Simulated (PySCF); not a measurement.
Compound: C6H12Si.
SMILES with atom numbers: `[CH2:1]=[C:2]1[CH2:3][CH2:4][Si:5]1([CH3:6])[CH3:7]` (hydrogens: H8, H9 on C1; H10, H11 on C3; H12, H13 on C4; H14, H15, H16 on C6; H17, H18, H19 on C7)

The calculation used TDDFT PBE0/def2-SVPD, vertical, gas phase, core orbitals frozen in the response in PySCF. Geometry: GFN2-xTB; no solvent, vibrations or thermal averaging.

Computed states:

```csv
state,E (eV),f
S1,5.83,0.0035
S2,6.18,0.0046
S3,6.46,0.291
S4,6.73,0.036
S5,7.12,0.0006
S6,7.14,0.0064
S7,7.26,0.014
S8,7.32,0.0023
```

Broadening: Gaussians 0.3 eV wide at half height, area fixed by f = 4.319×10⁻⁹ ∫ε dν̃. The width is an assumption, not a result. The curve ends short of the highest state used, and states not computed would add to its high-energy end.

Problem. What does the envelope look like, and where are its maxima?

Solution. 
| E (eV) | ε (L mol⁻¹ cm⁻¹) |
| --- | --- |
| 5.38 | 1 |
| 5.41 | 2 |
| 5.44 | 3 |
| 5.47 | 6 |
| 5.50 | 12 |
| 5.53 | 21 |
| 5.56 | 36 |
| 5.59 | 56 |
| 5.63 | 96 |
| 5.66 | 135 |
| 5.69 | 178 |
| 5.72 | 223 |
| 5.75 | 265 |
| 5.78 | 299 |
| 5.81 | 320 |
| 5.84 | 326 |
| 5.88 | 317 |
| 5.91 | 303 |
| 5.94 | 292 |
| 5.97 | 294 |
| 6.00 | 322 |
| 6.03 | 390 |
| 6.06 | 522 |
| 6.09 | 754 |
| 6.12 | 1145 |
| 6.16 | 2065 |
| 6.19 | 3199 |
| 6.22 | 4848 |
| 6.25 | 7102 |
| 6.28 | 9975 |
| 6.31 | 13367 |
| 6.34 | 17036 |
| 6.37 | 20612 |
| 6.41 | 24474 |
| 6.44 | 26167 |
| 6.47 | 26548 |
| 6.50 | 25589 |
| 6.53 | 23486 |
| 6.56 | 20598 |
| 6.59 | 17357 |
| 6.62 | 14159 |
| 6.65 | 11293 |
| 6.69 | 8220 |
| 6.72 | 6479 |

Maxima: 212 nm (5.84 eV), ε about 330, made up of S1 (96%); 192 nm (6.46 eV), ε about 27000, made up of S3 (98%) (ε in L mol⁻¹ cm⁻¹; maxima over ε = 5, shares over 10%).

Problem. Coming from long wavelengths, where does ε first pass 100 L mol⁻¹ cm⁻¹?

Solution. At about 220 nm (5.63 eV), 0.19 eV below S1.

Problem. On this curve, what absorbance would a 10⁻⁴ mol/L sample give at 222 nm over a 1 cm path?

Solution. 222 nm is 5.585 eV, where ε is about 52 L mol⁻¹ cm⁻¹, so A = ε c l ≈ 0.0052 (Beer–Lambert, with the gas-phase spectrum and the assumed width).

Problem. What would ε be at 6.46 eV, the highest of these maxima, with half the width (0.15 eV)?

Solution. About 52300 L mol⁻¹ cm⁻¹ against 26600, a factor of about 1.97; a lone state at its own centre would give exactly 2.
